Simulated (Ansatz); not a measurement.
Geometry optimisation, RHF/def2-SVP (Ansatz 0.2.0).

Input:

```yaml
crystal:
  periodic: [false, false, false]
  atoms:
    - { symbol: Si, position_ang: [-0.961634, 0.212118, 0.320569] }
    - { symbol: Cl, position_ang: [0.619859, -2.439372, -1.195464] }
    - { symbol: H, position_ang: [-1.83354, -0.372915, -0.728812] }
    - { symbol: H, position_ang: [-1.738225, 1.299263, 0.977552] }
    - { symbol: "N", position_ang: [-0.497504, -0.854108, 1.5933] }
    - { symbol: H, position_ang: [1.16777, -1.291265, -1.467838] }
    - { symbol: Si, position_ang: [0.774308, 1.287687, -0.666805] }
    - { symbol: H, position_ang: [-0.124315, -1.764317, 1.418923] }
    - { symbol: H, position_ang: [-0.971188, -0.79728, 2.473117] }
    - { symbol: H, position_ang: [1.758163, 1.751169, 0.34705] }
    - { symbol: H, position_ang: [1.544207, 0.493471, -1.668142] }
    - { symbol: H, position_ang: [0.261898, 2.475548, -1.40345] }
basis:
  gaussian: { orbitals: def2-SVP }
hamiltonian:
  xc: hf
relax:
  f_tol: 0.03
  max_steps: 50
output:
  orbitals: {}
```

Launched with:

```bash
$ ansatz run input.yaml --threads 2 --pin off --max-ram 3072MiB --backend cpu --events-out ev --progress --plain --runs-dir out
```

Where does it end, and by what steps?

The run converged. The force dipped under the threshold on the way, but the program's further checks kept it going. After 22 steps the energy has fallen by 0.296 eV; H6 moved furthest, 1.25 Å.

| step | energy less start (eV) | largest force component (eV/Å) | accepted |
| --- | --- | --- | --- |
| 0 | 0.0000 | 1.249 | yes |
| 1 | -0.1774 | 0.475 | yes |
| 2 | -0.2195 | 0.458 | yes |
| 3 | -0.2569 | 0.163 | yes |
| 4 | -0.2692 | 0.135 | yes |
| 5 | -0.2784 | 0.271 | yes |
| 6 | -0.2832 | 0.244 | yes |
| 7 | -0.2880 | 0.231 | yes |
| 8 | -0.2908 | 0.115 | yes |
| 9 | -0.2919 | 0.071 | yes |
| 10 | -0.2925 | 0.080 | yes |
| 11 | -0.2931 | 0.059 | yes |
| 12 | -0.2935 | 0.044 | yes |
| 13 | -0.2938 | 0.045 | yes |
| 14 | -0.2940 | 0.032 | yes |
| 15 | -0.2944 | 0.029 | yes |
| 16 | -0.2946 | 0.051 | yes |
| 17 | -0.2948 | 0.057 | yes |
| 18 | -0.2951 | 0.056 | yes |
| 19 | -0.2950 | 0.040 | no |
| 20 | -0.2954 | 0.014 | yes |
| 21 | -0.2955 | 0.027 | yes |
| 22 | -0.2956 | 0.021 | yes |

```xyz
12
Properties=species:S:1:pos:R:3
Si -1.163 0.586 0.576
Cl 1.242 -3.149 -1.179
H -2.323 0.405 -0.344
H -1.589 1.562 1.610
N -0.625 -0.846 1.382
H 2.027 -2.193 -1.477
Si 0.636 1.470 -0.684
H -0.179 -1.583 0.869
H -1.147 -1.216 2.153
H 1.733 1.925 0.207
H 1.189 0.423 -1.589
H 0.199 2.615 -1.524
```

Whether the end is a true minimum wasn't checked by a vibrational analysis.

Run time: 25 s on 2 threads of Arm Neoverse V2, with other jobs on the host, peak memory 0.21 GiB.
